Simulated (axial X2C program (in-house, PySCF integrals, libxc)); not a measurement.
# Curves of RuOH from open-shell CI on d6 s1 p(π)0

Computed with an axial X2C code built on PySCF integrals: two-component X2C with atomic mean-field Coulomb and Gaunt terms, basis Ru dyall-v3z, O dyall-av3z, H dyall-v3z (cores contracted in-house). Orbitals come from Hartree–Fock averaged over the configuration Ru d6 s1 p(π)0; CI then distributes these electrons over the d, s, p(π) shells of Ru. The speed of light was multiplied by 1.3, so these are model numbers.

Scan along the Ru–O bond with OH moving as one mass, its bond held at 0.950 Å; masses Ru 101.904 u, O 15.995 u, H 1.008 u. Energies in cm⁻¹ from the lowest point; levels are followed by energy order within each Ω. Lowest level at 1.972 Å: 100% d6 s1.

```csv
R (Å),(1)Ω=9/2,(1)Ω=7/2,(1)Ω=5/2,(1)Ω=3/2,(1)Ω=1/2,(2)Ω=1/2,(2)Ω=7/2,(2)Ω=5/2,(2)Ω=3/2
1.834,1531,1751,1970,2186,2400,2613,9232,9331,9411
1.903,250,470,688,905,1121,1335,7152,7232,7309
1.972,0,219,438,656,872,1088,6207,6287,6364
2.051,614,832,1051,1269,1487,1704,6154,6232,6309
2.130,1882,2099,2317,2536,2755,2975,6864,6941,7017
2.219,3806,4023,4240,4459,4679,4901,8263,8338,8411
2.327,6532,6747,6964,7183,7404,7628,10465,10536,10605
```

(1) Fit the curves (1)Ω=9/2, (1)Ω=7/2, (1)Ω=5/2, (1)Ω=3/2, (1)Ω=1/2, (2)Ω=1/2, (2)Ω=7/2, (2)Ω=5/2, (2)Ω=3/2 near their minima.

The 9 lowest curves are shown; the next is (3)Ω=1/2, from 6373 cm⁻¹.

Dynamic correlation is missing, so gaps between terms are too wide and other configurations may lie lower; the lowest level listed is that of this model, not necessarily the ground state. For d shells the ligand-field splittings (σ, π, δ) and their order can be off by a thousand cm⁻¹ or more. At most 4 roots were kept for each Ω > 0 (twice that for Ω = 0) within 3.2 eV of the lowest, so higher up levels can be missing between those listed; levels with Ω > 0 are doubly degenerate and listed once, Ω = 0 levels singly. States that fill the shells left empty in the average are placed too high. The molecule was held linear; bending was not examined.

Results:

(1) From the open-shell CI curves, Te from the lowest:

```
   level  Te (cm⁻¹)  Re (Å)  ωe (cm⁻¹)
(1)Ω=9/2          0   1.957      620.7
(1)Ω=7/2        220   1.957      620.6
(1)Ω=5/2        438   1.957      620.5
(1)Ω=3/2        656   1.957      620.5
(1)Ω=1/2        872   1.957      620.7
(2)Ω=1/2       1088   1.957      620.9
(2)Ω=7/2       6082   2.015      579.1
(2)Ω=5/2       6161   2.015      578.3
(2)Ω=3/2       6239   2.015      577.8
```

Without dynamic correlation distances can be off by several hundredths of an Å (long for ionic bonds, short for multiple bonds) and the wavenumbers are rough.
